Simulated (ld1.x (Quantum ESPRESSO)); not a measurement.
hydrogen (H): RRKJ pseudisation with LDA (PZ), non-relativistic reference atom.

The input file (ld1.x (Quantum ESPRESSO) 7.5):

```
&input
   title='H', zed=1., rel=0, dft='PZ', iswitch=3,
   config='1s1 2p-2',
   nld=2, rlderiv=1.40, eminld=-2.0, emaxld=5.0, deld=0.02
 /
 &inputp
   pseudotype=2, tm=.false., lloc=0,
   nlcc=.false.,
   file_pseudopw='H.UPF', file_wfcaegen='ae.wfc', file_wfcncgen='nc.wfc', file_beta='beta', file_chi='chi'
 /
2
2P  2  1  -2.00   0.25  1.10  1.10  0.0
1S  1  0   1.00   0.00  1.30  1.30  0.0
 &test
   configts(1)='1s1'
 /
```

Command:

```bash
ld1.x < H.in > H.out
```

Output (shortened: banner, matrices, multipoles, cross overlaps and the repeated all-electron block are left out):

```
Program LD1 v.7.5
     --------------------------- All-electron run ----------------------------

     H

     atomic number is  1.00
     dft =PZ   lsd =0 sic =0 latt =0  beta=0.20 tr2=1.0E-14
     Exchange-correlation= PZ
                           (   1   1   0   0   0   0   0)
     mesh = 929 r(mesh) =  99.48432 a.u. xmin = -7.00 dx = 0.01250
     1 Ry =  13.60569312 eV

     n l     nl                  e(Ry)          e(Ha)          e(eV)
     1 0     1S 1( 1.00)        -0.4673        -0.2337        -6.3583

     final scf error:  5.8E-15 reached in  16 iterations

     Etot =      -0.891787 Ry,      -0.445894 Ha,     -12.133381 eV

     Ekin =       0.849662 Ry,       0.424831 Ha,      11.560243 eV
     Encl =      -1.841588 Ry,      -0.920794 Ha,     -25.056076 eV
     Eh   =       0.565562 Ry,       0.282781 Ha,       7.694865 eV
     Exc  =      -0.465424 Ry,      -0.232712 Ha,      -6.332414 eV

     normalization and overlap integrals

     s(1S/1S) =  1.000000  <r> =   1.6733  <r2> =    3.8158  r(max) =   1.0513

     ------------------------ End of All-electron run ------------------------

     --------------------- Generating NC pseudopotential ---------------------

      Generating local pot.: lloc=0, matching radius rcloc =   1.3000

      Wfc   2P  rcut= 1.105  Estimated cut-off energy=      137.16 Ry
      This function has    0 nodes for 0 < r <    1.105

     ------------------- End of pseudopotential generation -------------------

     Computing logarithmic derivative in   1.39274
     Computing logarithmic derivative in   1.39274
     Computing the partial wave expansion
       no projector for channel:   0
     R is outside the sphere for l=    1 j= 0.00

     ---------------------- Testing the pseudopotential ----------------------

     H

     atomic number is  1.00   valence charge is  1.00
     dft =PZ   lsd =0 sic =0 latt =0  beta=0.20 tr2=1.0E-14
     mesh = 929 r(mesh) =  99.48432 xmin = -7.00 dx = 0.01250

     n l     nl             e AE (Ry)        e PS (Ry)    De AE-PS (Ry)
     1 0     1S   1( 1.00)       -0.46732       -0.46732       -0.00000

     eps = 7.3E-15  iter =  9

     Etot =      -0.891787 Ry,      -0.445894 Ha,     -12.133381 eV
     Etotps =    -0.890987 Ry,      -0.445494 Ha,     -12.122496 eV

     Ekin =       0.821788 Ry,       0.410894 Ha,      11.180991 eV
     Encl =      -1.813079 Ry,      -0.906540 Ha,     -24.668199 eV
     Ehrt =       0.564311 Ry,       0.282155 Ha,       7.677838 eV
     Ecxc =      -0.464006 Ry,      -0.232003 Ha,      -6.313127 eV

     ---------------------- End of pseudopotential test ----------------------
```

Generation and configuration tests took about 0.33 s on one core of a shared server CPU.

Transferability test of the new file with ld1.x, input:

```
&input
   title='H', zed=1., rel=0, dft='PZ', iswitch=2,
   config='1s1 2p-2'
 /
 &test
   file_pseudo='H.UPF', nconf=4,
   configts(1)='1s1',
   configts(2)='1s0.5',
   configts(3)='1s1', lsdts(3)=1,
   configts(4)='1s0.5', lsdts(4)=1
 /
```

```bash
ld1.x < H.test.in > H.test.out
```

Pseudopotential blocks of its output, shortened (energy terms left out):

```
     ---------------------- Testing the pseudopotential ----------------------

     n l     nl             e AE (Ry)        e PS (Ry)    De AE-PS (Ry)
     1 0     1S   1( 1.00)       -0.46732       -0.46732       -0.00000

     eps = 2.2E-16  iter =  9

     Etot =      -0.891787 Ry,      -0.445894 Ha,     -12.133381 eV
     Etotps =    -0.890987 Ry,      -0.445494 Ha,     -12.122498 eV

     ---------------------- End of pseudopotential test ----------------------

          ---------------------- Testing the pseudopotential ----------------------

     n l     nl             e AE (Ry)        e PS (Ry)    De AE-PS (Ry)
     1 0     1S   1( 0.50)       -0.90668       -0.90603       -0.00065

     eps = 6.4E-15  iter =  6

     Etot =      -0.550405 Ry,      -0.275203 Ha,      -7.488647 eV
     Etotps =    -0.549719 Ry,      -0.274859 Ha,      -7.479306 eV
     dEtot_ae =       0.341382 Ry
     dEtot_ps =       0.341268 Ry,   Delta E=       0.000113 Ry

     ---------------------- End of pseudopotential test ----------------------

          ---------------------- Testing the pseudopotential ----------------------

     n l     nl             e AE (Ry)        e PS (Ry)    De AE-PS (Ry)
     1 0     1S   1( 1.00)       -0.53831       -0.53823       -0.00008
     1 0     1S   2( 0.00)       -0.16665       -0.16761        0.00097

     eps = 6.5E-16  iter =  8

     Etot =      -0.957701 Ry,      -0.478850 Ha,     -13.030185 eV
     Etotps =    -0.956527 Ry,      -0.478263 Ha,     -13.014210 eV
     dEtot_ae =      -0.065914 Ry
     dEtot_ps =      -0.065540 Ry,   Delta E=      -0.000374 Ry

     ---------------------- End of pseudopotential test ----------------------

          ---------------------- Testing the pseudopotential ----------------------

     n l     nl             e AE (Ry)        e PS (Ry)    De AE-PS (Ry)
     1 0     1S   1( 0.50)       -0.98124       -0.98014       -0.00111
     1 0     1S   2( 0.00)       -0.63617       -0.63738        0.00121

     eps = 3.3E-15  iter =  9

     Etot =      -0.578855 Ry,      -0.289427 Ha,      -7.875719 eV
     Etotps =    -0.577919 Ry,      -0.288960 Ha,      -7.862993 eV
     dEtot_ae =       0.312932 Ry
     dEtot_ps =       0.313068 Ry,   Delta E=      -0.000135 Ry

     ---------------------- End of pseudopotential test ----------------------
```
